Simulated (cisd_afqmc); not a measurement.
Input (AFQMC/CISD/def2-TZVPP; cisd_afqmc is a phaseless AFQMC code with CISD trial states that reads the integrals written by Ansatz):

Ansatz 0.2 input:
```python
import cisd_afqmc

open("ham.yaml", "w").write("""\
crystal:
  periodic: [false, false, false]
  atoms:
    - {symbol: Ag, position_ang: [-0.00000000, -0.00000000, -1.37421160]}
    - {symbol: I, position_ang: [0.00000000, 0.00000000, 1.21864047]}
basis:
  gaussian:
    orbitals: def2-TZVPP
magnetization: {spin_polarized: false}
correlation: {method: ccsd, electrons: outside_noble_gas, hamiltonian_folder: ham}
""")
rep = cisd_afqmc.ansatz("ham.yaml")
e_ccsd = rep["correlation"]["coupled_cluster"]["energy"]["hartree"]
out = cisd_afqmc.run("ham", e_ccsd, trial="CISD", walkers=100, populations=8, threads=8, dt=0.0025, steps=80, early=36, settle=10, least=32,
    cut=5e-5, rank_cut=2e-4, target=0.0004, seconds=1500, seed=2, memory=17280, gpu=False)
```

Output:

```
orbitals 93, occupied [9], factors 552 of 875, rank of the doubles 330 of 756
E(HF) = -442.840455
E(CCSD) on the cut factors = -443.352187, shift to the whole factors -0.000002
Energy of the trial state on the determinant = -443.352195
  tau behind 10.8 of longer steps, mean of the populations' last blocks
   2.0  -443.37357
   4.0  -443.37240
   6.0  -443.37272
   8.0  -443.37161
  10.0  -443.37321
  12.0  -443.37187
  14.0  -443.37253
blocks 511 (0 outliers left out), error by blocks joined: 1: 0.00026, 2: 0.00030, 4: 0.00032, 8: 0.00037, 16: 0.00039
E(AFQMC/CISD) = -443.37241 +/- 0.00039
```
